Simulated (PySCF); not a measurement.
**Dipole response of B+ (boron, charge +1)**

[He] 2s2, closed-shell 1S. All numbers are calculated (PySCF 2.14, scalar relativity by spin-free X2C-1e, in aug-cc-pCVTZ-DK (7s6p4d2f, 59 functions)). Coupled (time-dependent) response in atomic units; α is the mean over directions.

```json
{"method": "UHF", "mean α (bohr³)": "11.34", "C₆ (like pair)": "31.58", "S(−4)": "113.8"}
{"method": "PBE", "mean α (bohr³)": "10.62", "C₆ (like pair)": "28.74", "S(−4)": "99.19"}
{"method": "PBE0", "mean α (bohr³)": "10.74", "C₆ (like pair)": "29.20", "S(−4)": "101.6"}
{"method": "PBEsol", "mean α (bohr³)": "10.69", "C₆ (like pair)": "29.06", "S(−4)": "100.2"}
{"method": "M06", "mean α (bohr³)": "10.41", "C₆ (like pair)": "26.75", "S(−4)": "104.0"}
```

S(−4) is the Cauchy moment in α(ω) = α(0) + S(−4) ω² + …

α(iu) at M06:

```json
{"u (hartree)": "0", "α(iu) (bohr³)": "10.41"}
{"u (hartree)": "0.0500", "α(iu) (bohr³)": "10.15"}
{"u (hartree)": "0.100", "α(iu) (bohr³)": "9.465"}
{"u (hartree)": "0.200", "α(iu) (bohr³)": "7.477"}
{"u (hartree)": "0.300", "α(iu) (bohr³)": "5.589"}
{"u (hartree)": "0.500", "α(iu) (bohr³)": "3.187"}
{"u (hartree)": "0.750", "α(iu) (bohr³)": "1.812"}
{"u (hartree)": "1.00", "α(iu) (bohr³)": "1.170"}
{"u (hartree)": "1.50", "α(iu) (bohr³)": "0.6124"}
{"u (hartree)": "2.00", "α(iu) (bohr³)": "0.3808"}
{"u (hartree)": "3.00", "α(iu) (bohr³)": "0.1924"}
{"u (hartree)": "5.00", "α(iu) (bohr³)": "0.08195"}
```

For an ion, C₆ is the dispersion term alone; charge-induced terms of lower order in 1/R come first.
